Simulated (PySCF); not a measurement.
From computed data to an observable: chemical shift, span and skew from a shielding tensor

C3H8OSe, SMILES CC(C)[Se]O. Atoms are numbered in the order given.

```xyz
13

Se     0.2581     0.4240     0.8030
C     -0.9645    -0.6092    -0.3335
C     -0.3354    -1.9386    -0.7149
C     -1.4056     0.2020    -1.5397
H     -1.8204    -0.7705     0.3469
H     -1.0117    -2.5139    -1.3686
H      0.6049    -1.7660    -1.2605
H     -0.1064    -2.5463     0.1718
H     -1.9035     1.1362    -1.2428
H     -2.1018    -0.3801    -2.1660
H     -0.5350     0.4562    -2.1650
O      1.6082     0.5783    -0.4036
H      1.4645     1.4161    -0.8611
```
Charge 0, spin multiplicity 1.

Geometry optimised at PBE0-D3(BJ)/def2-SVP. One conformer was computed; it need not be the lowest.

GIAO shieldings from PBE0/pcSseg-1 (PySCF), non-relativistic, no solvent. The symmetric part of the tensor of Se1 has the principal values -936.2, 522.2, 1496.3 ppm. The same nucleus in Me2Se has σ = 1740.1 ppm at this level (PySCF, at its B3LYP-D3(BJ)/def2-TZVP geometry).

Question: Work out the isotropic shielding, the ⁷⁷Se shift against Me2Se, the span and the skew.

Answer: 
σ(iso) = (σ11 + σ22 + σ33)/3 = 360.8 ppm. δ = σ(ref) − σ(iso) = 1740.1 − (360.8) = 1379.3 ppm.
Span Ω = σ33 − σ11 = 2432.5 ppm. Skew κ = 3(σ(iso) − σ22)/Ω = -0.20. Tumbling in solution averages the tensor to δ; in a static solid the shielding alone would spread this spin-1/2 line over Ω.
